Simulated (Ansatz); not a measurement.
One change: `[SiH3]C(Cl)(Cl)[TeH]` becomes `[SiH3]C(Cl)[TeH]`.

Ansatz, PBE0-D4/def2-TZVP geometries, multiplicity 1. 

Elements past krypton have def2 core potentials.

| property | `[SiH3]C(Cl)(Cl)[TeH]` |
| --- | --- |
| LUMO energy (PBE0/def2-TZVPP) / eV | -1.72 |
| HOMO–LUMO gap (ωB97M-V/def2-TZVPP) / eV | 8.99 |
| HOMO–LUMO gap (B3LYP/def2-TZVPP) / eV | 4.54 |
| HOMO energy (PBE0/def2-TZVPP) / eV | -6.68 |
| HOMO energy (B3LYP/def2-TZVPP) / eV | -6.46 |
| HOMO energy (ωB97M-V/def2-TZVPP) / eV | -8.80 |

**Question.** Give the same properties after the change, and the shifts. (Best estimate.)

**Answer.** Computed: 
```
                               property  `[SiH3]C(Cl)[TeH]`  shift
     LUMO energy (PBE0/def2-TZVPP) / eV               -1.33   0.39
HOMO–LUMO gap (ωB97M-V/def2-TZVPP) / eV                9.15   0.16
  HOMO–LUMO gap (B3LYP/def2-TZVPP) / eV                4.79   0.25
     HOMO energy (PBE0/def2-TZVPP) / eV               -6.54   0.14
    HOMO energy (B3LYP/def2-TZVPP) / eV               -6.32   0.14
  HOMO energy (ωB97M-V/def2-TZVPP) / eV               -8.65   0.15
```

With PBE0 the HOMO rises by 0.14 eV and the LUMO rises by 0.39 eV, so the gap widens by about 0.25 eV. PBE moves the HOMO by 0.12 eV and ωB97M-V by 0.15 eV.

B3LYP here is the variant with VWN-RPA as its local correlation; programs differ in this.

Spin–orbit coupling is left out; it splits and shifts lone-pair levels of the heavy atoms by tenths of an eV.
